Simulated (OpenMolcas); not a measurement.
# O5+: effect of the level shift or regulariser

| Property | Result |
| --- | --- |
| Program | OpenMolcas |
| Basis | ANO-RCC-VTZP [4s3p2d1f] |
| Scalar Hamiltonian | DKH2, point nucleus |
| Active space | 1 electron in 4 orbitals (2s 2p) |
| State averaging | 2S+1 = 2 even, 1 root; 2S+1 = 2 odd, 3 roots |
| Spin-orbit coupling | state interaction with AMFI integrals over the reference wave functions, term energies averaged over their components |

Methods on the same reference wave functions:
A. CASSCF
B. SS-CASPT2, IPEA 0.25 Eh, imaginary shift 0.1 Eh (closed shells correlated: 1s)
C. SS-CASPT2, IPEA 0.25 Eh, real shift 0.2 Eh (closed shells correlated: 1s)

Energies in eV above 2s 2S 1/2, the measured ground level; measured values from Moore, Selected Tables of Atomic Spectra, NSRDS-NBS 3, section 8.

```csv
Level,A,B,C,Measured
2s 2S 1/2,0.0000,0.0000,0.0000,0.0000
2p 2P* 1/2,12.1300,12.098,12.098,11.9490
2p 2P* 3/2,12.1900,12.158,12.158,12.0150
```

Deviations, from unrounded energies. A percentage is the sum of absolute deviations over the sum of measured energies, with the sign that they share, or ± where signs differ.

```json
{"Against measurement": "mean absolute deviation (cm-1)", "Levels": "2", "A": "1400", "B": "1200", "C": "1200"}
{"Against measurement": "other configurations (%)", "Levels": "2", "A": "+1.5", "B": "+1.2", "C": "+1.2"}
```

B, C lie about equally close to measurement and A furthest from it. The largest miss of B in the table is 2p 2P* 1/2, by +1200 cm-1. The ranking rests on the paired levels alone, and a cruder setting can come out closer through cancelling errors.

Between B and C no level of the table moves by more than 5 cm-1.

The lowest spin-free term lies below A's lowest term by 0.003 hartree in B, 0.003 hartree in C.

With one active electron the reference holds no correlation, so core polarisation is missing (holds for A). With one active electron, CASPT2 adds the correlation within the correlated inactive shells and between them and that electron, and leaves the splitting within a term as the reference gives it (holds for B; C). Measured partners are found by configuration, term and J. A level has none where our copy of the source lacks it or the pairing is in doubt (some pairs that miss far off the trend of their configuration count as doubtful), and it then counts in no deviation. Levels of configurations outside the active space are missing.

* marks odd parity.
